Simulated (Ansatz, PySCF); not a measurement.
H4As2F2Ge (SMILES [F][Ge]([F])([AsH2])[AsH2]), singlet, at a GFN2-xTB geometry, with bond 8-5 at 2.4 times its length. Base run: PySCF with CASSCF(6,6)/STO-3G.

Input for PySCF:
```python
from pyscf import gto, scf, mcscf
import numpy

mol = gto.Mole()
mol.atom = '''
    F     0.38478914   -1.73842953   -1.11872833
    Ge    0.08628892   -0.37851544    0.06027607
    F     0.31265685   -1.32099099    1.60592076
    As   -2.34400596    0.00850700   -0.05647525
    As    2.11045632    1.01598319   -0.10666802
    H    -2.15994303    1.16579337    0.89474456
    H    -2.09451477    0.96072362   -1.20194993
    H     0.41700773    3.53254759    1.87780296
    H     1.51848416    1.64803370   -1.34282786
'''
mol.basis = 'sto-3g'
mol.verbose = 4
mol.build()

mf = scf.RHF(mol)
mf.kernel()
mc = mcscf.CASSCF(mf, 6, 6)
mc.fix_spin_(ss=0.0)
mc.kernel()
occ = numpy.linalg.eigvalsh(mc.fcisolver.make_rdm1(mc.ci, mc.ncas, mc.nelecas))[::-1]
ss = mc.fcisolver.spin_square(mc.ci, mc.ncas, mc.nelecas)[0]
print('natural occupations', occ.round(4), ' <S^2>', round(ss, 4))
```

Programs used: Ansatz (an electronic-structure program), PySCF; a row that names a program was run with it.

Variants of this job, named by their change:

```tsv
change	ΔE vs base (kcal/mol)	natural occupations	<S^2> of the state
base	0.000	1.97 1.96 1.10 0.90 0.04 0.02	0.00
active space = 10 electrons, 9 orbitals	-13.36	2.00 1.97 1.97 1.96 1.10 0.90 0.05 0.03 0.02	0.00
orbitals = fixed (CASCI); correction = SC-NEVPT2	-65.1	1.99 1.99 1.10 0.90 0.02 0.00	0.00
code = ansatz	-11.92	-	-
active space = 8 electrons, 7 orbitals	-5.31	2.00 1.97 1.97 1.10 0.90 0.04 0.03	0.00
code = ansatz; correction = SC-NEVPT2, all electrons	-69.7	-	-
fix_spin_ = off	0.000	1.97 1.96 1.10 0.90 0.04 0.02	0.00
active space = 6 electrons, 8 orbitals	-9.01	1.97 1.95 1.10 0.90 0.05 0.03 0.00 0.00	0.00
orbitals = fixed (CASCI)	11.63	1.99 1.99 1.10 0.90 0.02 0.00	0.00
start = MP2 natural orbitals	-7.70	1.97 1.95 1.10 0.90 0.05 0.03	0.00
solver = newton	-7.70	1.97 1.95 1.10 0.90 0.05 0.03	0.00
```

Active orbitals are taken around the Fermi level unless the row says otherwise; CASSCF can end in different local minima, and two programs can end on different orbitals. State-averaged rows give the lowest state.
